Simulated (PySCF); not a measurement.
Computed shifts of a molecule H8OSi3, PySCF with PBE0/pcSseg-1, GIAO, gas phase, atoms alike by connectivity averaged where their shifts nearly agree, in ppm (number of nuclei): ²⁹Si: -5.5 (1), -106.4 (2). ¹H: 6.05 (1), 3.79 (6), -0.35 (1). References: ²⁹Si against TMS (σ = 352.7 ppm); ¹⁷O against H2O (σ = 334.2 ppm); ¹H against TMS (σ = 31.56 ppm), references at their B3LYP-D3(BJ)/def2-TZVP geometries, non-relativistic. Coordinates come from a PBE0-D3(BJ)/def2-SVP optimisation. Other conformers were not sampled.

**Question.** Which structure fits?
A. O[SiH]([SiH3])[SiH3]
B. [SiH3]O[SiH2][SiH3]
C. O[SiH2][SiH2][SiH3]

**Answer.** A, O[SiH]([SiH3])[SiH3]
